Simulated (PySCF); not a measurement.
## Magnetisability: SMILES COc1scpc1[SiH3], C$_{4}$H$_{7}$OPSSi

Geometry:
```
atom   x (Å)   y (Å)   z (Å)
  C1   0.369   1.685  -1.753
  O2  -0.148   0.523  -1.151
  C3   0.220   0.255   0.116
  S4   1.299   1.311   0.983
  C5   1.277   0.355   2.411
  P6   0.337  -1.062   2.424
  C7  -0.238  -0.849   0.762
 Si8  -1.407  -2.007  -0.156
  H9   0.067   2.583  -1.202
 H10   1.462   1.651  -1.804
 H11  -0.046   1.715  -2.759
 H12   1.872   0.716   3.231
 H13  -0.726  -2.512  -1.349
 H14  -1.737  -3.098   0.762
 H15  -2.607  -1.259  -0.536
```

Computed with PySCF, GIAO OPBE/6-31G magnetisability, rotational g tensor and spin-rotation constants, non-relativistic, gas phase. Geometry: GFN2-xTB.

Problem. How diamagnetic is it, and how anisotropic?

Solution. Isotropic -1677 × 10⁻³⁰ J/T², or -101.0 × 10⁻⁶ cm³/mol; principal values -2213, -1473, -1344 × 10⁻³⁰ J/T², anisotropy 813 × 10⁻³⁰ J/T² (root of half the summed squared differences of the principal values). The susceptibility is in cgs units.

Problem. Split it along the inertial axes a, b, c into diamagnetic and paramagnetic parts about the centre of mass, with the quadrupole moment.

Solution. 
| axis | χ (10⁻⁶ cm³/mol) | diamagnetic (10⁻⁶ cm³/mol) | paramagnetic (10⁻⁶ cm³/mol) | summed x² of all electrons (Å²) | quadrupole Θ (D Å) |
| --- | --- | --- | --- | --- | --- |
| a | -88.2 | -957.3 | 869.1 | 224.6 | +3.25 |
| b | -81.4 | -1035.0 | 953.6 | 206.3 | +2.69 |
| c | -133.3 | -1828.1 | 1694.8 | 19.4 | -5.94 |

Anisotropies 2χaa − χbb − χcc = +38.2 and 2χbb − χaa − χcc = +58.7 × 10⁻⁶ cm³/mol. Θ is traceless in Buckingham's convention.

Problem. And the rotational g tensor?

Solution. 
```tsv
axis	rotational constant (GHz)	g	nuclear part	electronic part
a	1.4125	-0.0219	0.5548	-0.5767
b	1.3038	-0.0242	0.5599	-0.5841
c	0.6863	+0.0056	0.5521	-0.5464
```
Asymmetric top; isotopes 12C, 1H, 16O, 31P, 32S, 28Si; no vibrational averaging.
